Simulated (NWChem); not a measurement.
Molecule: CdH2SeO; SMILES [OH][Cd][SeH]

```xyz
5

Cd    -0.0030     0.7326    -0.0023
O     -0.0282     2.7020    -0.0678
H     -0.0200     3.0871     0.8161
Se    -0.0309    -1.7087    -0.0044
H      1.4409    -1.7699    -0.0124
```
Atoms are numbered in this order, from 1.

Structure relaxed at the PBE0/def2-SVP level. Not confirmed as a minimum by frequencies. def2 effective core potentials on Cd; no spin-orbit coupling.

Q: List the 4 lowest vertical singlet excitations from PBE/def2-SVPD with def2 effective core potentials on Cd, TDA (NWChem).

A: 
```
state  energy (eV)  oscillator strength  leading excitation (squared amplitude)
-----  -----------  -------------------  --------------------------------------
S1            3.73                0.019                      HOMO → LUMO (1.00)
S2            4.40                0.014                    HOMO−1 → LUMO (0.99)
S3            4.78                0.001                    HOMO → LUMO+1 (0.98)
S4            5.13                0.006                    HOMO → LUMO+2 (0.66)
```
